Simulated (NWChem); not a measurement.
# Basis-set convergence for H$_{2}$INSi

```xyz
5

Si     1.1764     1.3073     0.0000
I     -0.7504    -0.3658     0.0000
N      2.4875     0.1958     0.0000
H      2.4394    -0.8216     0.0000
H      3.4482     0.5359     0.0000
```
Charge 0, spin multiplicity 1.

Everything below was run with NWChem. All single points use one geometry, from B3LYP/def2-SVP with def2 effective core potentials on I, a minimum by its harmonic frequencies. It is one conformer; others weren't searched.

Quantity: vertical ionisation energy at the level ΔMP2 (Δ: difference of total energies, the cation a doublet at the parent's geometry with its hole in an orbital of symmetry a' (Cs labels); it is the state that the SCF runs reached, from PBE0 orbitals for Hartree-Fock references, and need not be the lowest).

Effective core potentials replace the inner electrons of I; spin-orbit coupling is left out. The correlated methods keep 10 core orbitals frozen. The structure started from a generated list of species. The stability of the SCF solutions was not checked. Open-shell Hartree-Fock references start from PBE0 orbitals; any time given for them includes that run.

Costs are rough ratios of processor time within this set of runs, SCF included, with def2-SVP as 1.

```
basis       functions  vertical ionisation energy (eV)  relative cost
----------  ---------  -------------------------------  -------------
def2-SVP           68                             8.80              1
def2-SVPD          95                             8.94        under 3
def2-TZVP         130                             9.04              4
def2-TZVPP        151                             9.06              6
def2-TZVPD        157                             9.07              7
```

Smallest basis within 0.2 eV of def2-TZVPD, the largest set run: def2-SVPD, with 95 functions against 157 (also within reach: def2-TZVP, def2-TZVPP). def2-TZVPD isn't the basis-set limit itself, and a small set can land close by cancellation.
